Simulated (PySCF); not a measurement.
Input file for PySCF: R-MP2/6-31G* on HF (SMILES F) with ghost functions, monomers drawn apart or pushed together.

```python
from pyscf import gto, scf, dft, mp
from pyscf.data.elements import chemcore

mol = gto.M(
    atom='''
    F     2.02987379    0.94587233    3.94567398
    H     1.42685362    0.64625527    3.26655288
    ghost-C   -0.81961779   -0.59600906    2.46606368
    ghost-O    0.30629081    0.09500580    1.93705396
    ghost-Ga    0.60977218    0.39946948    0.17661847
    ghost-H   -1.49901563   -0.92624417    1.67507676
    ghost-H   -0.47995652   -1.47015689    3.02537897
    ghost-H   -1.36446284    0.06328739    3.14486741
    ghost-H   -0.50086895   -0.17494581   -0.75500837
    ghost-H    1.92416496    1.17865520   -0.07774270
    ''',
    basis='6-31g*',
    cart=True,
    charge=0, spin=0, verbose=3, max_memory=1800)
mf = scf.RHF(mol)
mf.conv_tol = 1e-8
mf.max_cycle = 100
mf.kernel()
if not mf.converged:
    mf = mf.newton().run(mf.mo_coeff, mf.mo_occ)
pt = mp.MP2(mf, frozen=chemcore(mol)).run()
```

Output:

```
converged SCF energy = -100.001866522045
E(RMP2) = -100.183630700547  E_corr = -0.181764178501947
E(SCS-RMP2) = -100.17746821489  E_corr = -0.175601692845055
```

The calculation finished and met its thresholds.

Cost: very roughly 2.1 core-seconds.
